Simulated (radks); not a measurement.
Fractional charge and spin in the 5d shell of gold: the spin-up occupation runs from 4 to 5 and the spin-down occupation from 4 to 5; the fullest corner is Au, [Xe] 4f14 6s(up 0.5, down 0.5) 5d(up 5, down 5). Calculated with a radial shooting solver on a logarithmic mesh with Libxc functionals: scalar-relativistic Kohn-Sham, PBE, spin-polarised, spherical densities, point nucleus. Energy (eV) minus the two flat planes that join the four corners (they meet along the diagonal where the two added fractions sum to one electron); zero is where a piecewise linear energy would lie.

| down \ up | 4 | 4.5 | 5 |
|---|---|---|---|
| 4 | 0.000 | -1.505 | 0.000 |
| 4.5 | -1.505 | 0.160 | -1.309 |
| 5 | 0.000 | -1.309 | 0.000 |

Corners above the fullest one (they belong to Au+ and the next ion): (up 5, down 4) 11.964 eV, (up 4, down 5) 11.964 eV, (up 4, down 4) 35.854 eV. With half an added electron in each spin the energy lies 0.160 eV from the planes, and with half an added electron in spin up alone -1.505 eV. The planes are only a guide here: the flat-plane condition holds for ground states with one frontier orbital, while this shell lies below other occupied shells, so the corners above the fullest one are inner-hole states and not the ground states of those ions.
